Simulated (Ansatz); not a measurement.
`C#CCOCF` and `FCOCC(F)F` differ in one atom or group.

Ansatz, PBE0-D4/def2-TZVP geometries, multiplicity 1. Each molecule was computed in one conformer, which needn't be the lowest.

| property | `C#CCOCF` |
| --- | --- |
| HOMO–LUMO gap (ωB97M-V/def2-TZVPP) / eV | 12.78 |
| HOMO–LUMO gap (PBE0/def2-TZVPP) / eV | 8.43 |
| HOMO–LUMO gap (PBE/def2-TZVPP) / eV | 6.11 |
| size of the dipole moment (B3LYP/def2-TZVPP) / D | 1.47 |
| HOMO energy (PBE0/def2-TZVPP) / eV | -8.15 |
| LUMO energy (PBE/def2-TZVPP) / eV | -0.77 |

Question: Give the same properties after the change, and the shifts. (Estimate.)

Answer: Computed: 
```tsv
property	`FCOCC(F)F`	shift
HOMO–LUMO gap (ωB97M-V/def2-TZVPP) / eV	14.21	1.43
HOMO–LUMO gap (PBE0/def2-TZVPP) / eV	10.28	1.85
HOMO–LUMO gap (PBE/def2-TZVPP) / eV	7.66	1.55
size of the dipole moment (B3LYP/def2-TZVPP) / D	1.04	-0.43
HOMO energy (PBE0/def2-TZVPP) / eV	-8.76	-0.61
LUMO energy (PBE/def2-TZVPP) / eV	0.57	1.34
```

With PBE0 the HOMO falls by 0.61 eV and the LUMO rises by 1.24 eV, so the gap widens by about 1.85 eV. PBE moves the HOMO by -0.21 eV and ωB97M-V by -0.75 eV. Dipoles are sizes alone; their direction can turn.

B3LYP here is the variant with VWN-RPA as its local correlation; programs differ in this.
